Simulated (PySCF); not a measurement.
**A survey of $^{19}$F NMR shifts**

Level of theory: PBE0/pcSseg-1 with gauge-including orbitals, structure optimised with GFN2-xTB, in PySCF 2.14 (rapidly exchanging positions averaged, single conformer, no solvent model, non-relativistic).

Shieldings were converted by a linear fit to measured shifts: $^{19}$F (scatter 6.0 ppm rms, 7.0 ppm with the 5 outliers that the fit left out vs CFCl3, solution or neat liquid, with a term for F on sp3 carbon). Occasional misses reach two or three times the rms, and more in compound classes unlike the fitted ones.

Question: Give the $^{19}$F shifts of `C[C@H](F)CF`, `CO[C@@H](F)[SiH2][SiH2]C(F)F`.

Answer: 
| compound | environment | δ (ppm) |
| --- | --- | --- |
| [CH3:1][C@H:2]([F:3])[CH2:4][F:5] | F3: fluorine on an sp3 carbon | -196.8 |
| [CH3:1][C@H:2]([F:3])[CH2:4][F:5] | F5: fluorine on an sp3 carbon | -231.6 |
| [CH3:1][O:2][C@@H:3]([F:4])[SiH2:5][SiH2:6][CH:7]([F:8])[F:9] | F8: fluorine of a CF2 group | -121.0 |
| [CH3:1][O:2][C@@H:3]([F:4])[SiH2:5][SiH2:6][CH:7]([F:8])[F:9] | F9: fluorine of a CF2 group | -124.0 |
| [CH3:1][O:2][C@@H:3]([F:4])[SiH2:5][SiH2:6][CH:7]([F:8])[F:9] | F4: fluorine on an sp3 carbon | -147.9 |

Question: Order these by $^{19}$F shift, lowest first.
A. C/C=C(\C)[C@H](F)C#N
B. C=N/C(Cl)=C/C(F)(F)F
C. FCCCF
D. N#C[C@@H]1CCC[C@@H]1F
E. N#C[C@]1(F)CCCCS1
F. C=C1C(F)=C1N(C)C

Answer: C (-224.1 ppm, fluorine on an sp3 carbon), A (-195.7 ppm, fluorine on an sp3 carbon), D (-170.9 ppm, fluorine on an sp3 carbon), F (-162.1 ppm, vinylic fluorine), E (-144.6 ppm, fluorine on an sp3 carbon), B (-60.3 ppm, fluorine of a CF3 group).
